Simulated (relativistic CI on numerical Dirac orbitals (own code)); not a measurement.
# Energy levels of S12+

These numbers are calculated, not measured: Dirac-Coulomb-Breit CI, separate exchange-only KLI orbitals for each configuration, a model potential for QED, unscaled Slater integrals (own radial code, finite nucleus).

CI space (outside the closed core 1s2): 2s2, 2s.2p, 2p2, 2p.3s, 2p.3p, 2s.3s, 2s.3p, 2s.3d, 2s.4s, 2s.4p, 2s.4d, 2s.4f, 2s.5s, 2s.5p, 2s.5d, 2s.5f, 2s.5g, 3s2, 3s.3p, 3p2. Levels of other configurations are missing.

| No. | Configuration | Term | J | E (Ry) | % | jj configuration (%) |
| --- | --- | --- | --- | --- | --- | --- |
| 1 | 2s2 | 1S | 0 | 0.0000 | 94 | closed (94) |
| 2 | 2s.2p | 3P° | 0 | 1.8256 | 100 | 2s 2p1/2 (100) |
| 3 | 2s.2p | 3P° | 1 | 1.8646 | 100 | 2s 2p1/2 (70) |
| 4 | 2s.2p | 3P° | 2 | 1.9525 | 100 | 2s 2p3/2 (100) |
| 5 | 2s.2p | 1P° | 1 | 3.6718 | 100 | 2s 2p3/2 (70) |
| 6 | 2p2 | 3P | 0 | 4.7947 | 100 | 2p1/2^2 (72) |
| 7 | 2p2 | 3P | 1 | 4.8446 | 100 | 2p1/2 2p3/2 (100) |
| 8 | 2p2 | 3P | 2 | 4.9183 | 99 | 2p3/2^2 (55) |
| 9 | 2p2 | 1D | 2 | 5.4352 | 98 | 2p1/2 2p3/2 (55) |
| 10 | 2p2 | 1S | 0 | 6.6991 | 94 | 2p3/2^2 (68) |
| 11 | 2s.3s | 3S | 1 | 27.4271 | 98 | 2s 3s (98) |
| 12 | 2s.3s | 1S | 0 | 27.7711 | 96 | 2s 3s (96) |
| 13 | 2s.3p | 1P° | 1 | 28.2944 | 71 | 2s 3p1/2 (75) |
| 14 | 2s.3p | 3P° | 0 | 28.3113 | 99 | 2s 3p1/2 (99) |
| 15 | 2s.3p | 3P° | 1 | 28.3306 | 78 | 2s 3p3/2 (75) |
| 16 | 2s.3p | 3P° | 2 | 28.3474 | 99 | 2s 3p3/2 (99) |
| 17 | 2s.3d | 3D | 1 | 28.7724 | 98 | 2s 3d3/2 (98) |
| 18 | 2s.3d | 3D | 2 | 28.7769 | 98 | 2s 3d3/2 (60) |
| 19 | 2s.3d | 3D | 3 | 28.7843 | 98 | 2s 3d5/2 (98) |
| 20 | 2s.3d | 1D | 2 | 29.1350 | 98 | 2s 3d5/2 (60) |
| 21 | 2p.3s | 3P° | 0 | 29.7400 | 99 | 2p1/2 3s (99) |
| 22 | 2p.3s | 3P° | 1 | 29.7755 | 97 | 2p1/2 3s (78) |
| 23 | 2p.3s | 3P° | 2 | 29.8744 | 99 | 2p3/2 3s (99) |
| 24 | 2p.3s | 1P° | 1 | 30.1749 | 88 | 2p3/2 3s (73) |
| 25 | 2p.3p | 1P | 1 | 30.2625 | 68 | 2p1/2 3p1/2 (78) |
| 26 | 2p.3p | 3D | 1 | 30.3699 | 68 | 2p1/2 3p3/2 (33) |
| 27 | 2p.3p | 3D | 2 | 30.3900 | 97 | 2p1/2 3p3/2 (60) |
| 28 | 2p.3p | 3D | 3 | 30.4800 | 98 | 2p3/2 3p3/2 (98) |
| 29 | 2p.3p | 3S | 1 | 30.5945 | 83 | 2p3/2 3p3/2 (51) |
| 30 | 2p.3p | 3P | 0 | 30.6480 | 99 | 2p1/2 3p1/2 (76) |

Energies count from the lowest computed level; ° marks odd parity. Filled j subshells are mostly left out of the jj labels.

The mean weight of the leading LS term, summed over parents, in these 30 levels is 94 %, and that of the leading jj configuration (from the same eigenvectors) 80 %, so LS coupling describes them better.

At this charge energies of transitions that change n are usually good to better than 1 %, and those within a shell (Δn = 0) to a few per cent.
